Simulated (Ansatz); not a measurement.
`[BH2][GeH]([CH3])[CH3]`, relaxed with RKS PBE-D4/def2-SVP in the Gaussian-basis code of Ansatz from a rough embedded geometry. The force threshold is 0.03 eV/Å; the program also tests the step.

Total charge 0; spin multiplicity 1.

Start:

```xyz
13

B    -0.512   -0.798    1.727
Ge   -0.190   -0.468   -0.169
C    -1.135    1.124   -0.692
C     1.651   -0.236   -0.531
H     0.005   -1.743    2.321
H    -1.208   -0.068    2.425
H    -0.717   -1.686   -1.008
H    -1.019    1.296   -1.814
H    -0.821    2.037   -0.129
H    -2.251    1.008   -0.543
H     2.260   -1.100   -0.166
H     2.042    0.669    0.090
H     1.895   -0.034   -1.510
```

Problem. How much energy does the relaxation release, and in how many steps? (Estimate.)

Solution. Ansatz gave: 42.54 kJ/mol, in 15 steps, 3 of them rejected.

Problem. Which bonds change most? (Estimate.)

Solution. Computed: B1–Ge2 from 1.952 to 2.062 Å; Ge2–C4 from 1.891 to 1.978 Å; C4–H13 from 1.029 to 1.108 Å; C4–H12 from 1.165 to 1.108 Å.

Problem. Give the relaxed structure. (Best estimate.)

Solution. Ansatz gave: 
```xyz
13

B    -0.561   -0.864    1.873
Ge   -0.190   -0.391   -0.099
C    -1.153    1.209   -0.750
C     1.731   -0.232   -0.546
H     0.238   -1.509    2.528
H    -1.611   -0.556    2.412
H    -0.749   -1.626   -0.892
H    -0.996    1.340   -1.838
H    -0.787    2.117   -0.232
H    -2.240    1.111   -0.558
H     2.278   -1.144   -0.235
H     2.177    0.638   -0.026
H     1.863   -0.093   -1.637
```
